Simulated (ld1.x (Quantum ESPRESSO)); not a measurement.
Transferability test, TM potential for Be

beryllium, norm-conserving Troullier–Martins (Kleinman–Bylander form), made with ld1.x (Quantum ESPRESSO) 7.5 (PBE, scalar-relativistic). Core [He], reference 2s1 2p1. Waves: 2s (bound): rc 1.95 bohr; 2p (bound): rc 2.65 bohr; 3d channel at -0.15 Ry: rc 2.70 bohr. Local part: all-electron potential smoothed inside 2.55 bohr (lloc = -1). Core correction: none.

Energies are relative to the spin-unpolarised reference configuration 2s1 2p1; without spin polarisation the order of configurations can differ from experiment.

Question: Give the all-electron excitation energy and the error of the potential for: 2s2 2p0; 2s1 2p0; 2s1.5 2p0; 2s0 2p2; 2s0 2p1.

Answer:

```
valence configuration  charge  ΔE all-electron (eV)  error AE − PS (meV)
              2s2 2p0       0                -3.612                 +0.5
              2s1 2p0      +1                 5.938                  +30
            2s1.5 2p0    +0.5                 0.148                 +9.9
              2s0 2p2       0                 3.639                 -3.6
              2s0 2p1      +1                 9.848                  -17
```
